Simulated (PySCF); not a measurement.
Vertical excitations of a molecule C2H8FNSi2 from TDA-B3LYP/def2-SVPD run with PySCF 2.14.0, as energy in eV (oscillator strength): 6.07 (0.112), 6.31 (0.054), 6.41 (0.053), 6.61 (0.001), 6.65 (0.025), 6.79 (0.043), 7.05 (0.008), 7.24 (0.041), 7.29 (0.048), 7.46 (0.027). Lowest triplet (TDA): 4.17 eV. Geometry optimised at B3LYP-D3(BJ)/def2-SVP. One conformer was computed; it need not be the lowest.

Question: Pick the molecule that these values belong to.
A. C=C[SiH2][Si@H](N)F
B. F[C@H]1[SiH2]CN[SiH2]1
C. C/N=C(\[SiH3])[SiH2]F
D. C=C[Si@H](F)[SiH2]N

Answer: A, C=C[SiH2][Si@H](N)F
